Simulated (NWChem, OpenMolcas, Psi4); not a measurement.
## InClF2 (SMILES [F][In]([F])[Cl]): the HOMO–LUMO gap, rung by rung

InClF2: 4 atoms, total charge 0, spin state singlet. SMILES: `[F][In]([F])[Cl]`. The shape is that of a PBE0-D4/def2-TZVP optimisation.

Each level gives the HOMO–LUMO gap (eV). The values are calculated.

```json
{"level": "PBE/def2-SVP (core potential)", "kind": "GGA", "program": "NWChem", "value (eV)": "4.31", "CPU time": "22 s"}
{"level": "revPBE/def2-SVP (core potential)", "kind": "GGA", "program": "OpenMolcas", "value (eV)": "4.38", "CPU time": "15 s"}
{"level": "B3LYP/def2-SVP (core potential)", "kind": "global hybrid", "program": "OpenMolcas", "value (eV)": "6.07", "CPU time": "12 s"}
{"level": "CAM-B3LYP/def2-SVP (core potential)", "kind": "range-separated hybrid", "program": "Psi4", "value (eV)": "9.08", "CPU time": "18 s"}
{"level": "wB97M-V/def2-SVP (core potential)", "kind": "range-separated hybrid", "program": "Psi4", "value (eV)": "11.06", "CPU time": "80 s"}
{"level": "wB97X/def2-SVP (core potential)", "kind": "range-separated hybrid", "program": "Psi4", "value (eV)": "11.28", "CPU time": "30 s"}
{"level": "B2PLYP/def2-SVP (core potential)", "kind": "double hybrid", "program": "OpenMolcas", "value (eV)": "9.22", "CPU time": "9.4 s"}
{"level": "DSD-PBEP86/def2-SVP (core potential, density fitting for correlation)", "kind": "double hybrid", "program": "Psi4", "value (eV)": "11.12", "CPU time": "12 s"}
```

The values span 4.31 to 11.28 eV. Orbital gaps aren't excitation energies, and those of double hybrids come from the SCF part alone; they tend to grow with the share of exact exchange. CPU times are rough (shared hosts, several kinds of processor and program).
